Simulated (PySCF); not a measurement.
In(F)(Cl)(OMe) (CH3ClFInO), SMILES C[O][In]([F])[Cl].

The structure is a stationary point at PBE0-D3(BJ)/def2-SVP. The structure was generated by enumeration; whether it is a known compound was not checked. The def2 effective core potentials stand for the cores of In; spin–orbit coupling is left out. The values are those of a single conformer.

The numbers are results of PySCF with TDA-ωB97X/def2-SVPD, not measurements.

Vertical excitations. 

Computed UV-visible absorptions:
```csv
state,energy (eV),λ (nm),f,main pairs
S1,4.63,268,0.007,HOMO→LUMO 93 %
S2,5.36,231,0.088,HOMO−1→LUMO 81 %
S3,5.80,214,0.018,HOMO−2→LUMO 94 %
S4,5.88,211,0.019,HOMO−3→LUMO 94 %
S5,6.57,189,0.005,HOMO−1→LUMO+1 94 %
S6,6.80,182,0.133,HOMO→LUMO+1 79 %
S7,6.86,181,0.049,"HOMO−4→LUMO 49 %, HOMO−6→LUMO 36 %"
S8,7.07,175,0.033,HOMO−5→LUMO 85 %
S9,7.40,167,0.001,HOMO−2→LUMO+1 96 %
S10,7.46,166,0.027,"HOMO−3→LUMO+1 50 %, HOMO−6→LUMO 28 %, HOMO−4→LUMO 14 %"
T1,4.25,291,0,HOMO→LUMO 91 %
T2,4.46,278,0,HOMO−1→LUMO 91 %
T3,5.38,230,0,HOMO−2→LUMO 92 %
T4,5.51,225,0,HOMO−3→LUMO 93 %
```
Triplets are in the Tamm–Dancoff approximation.
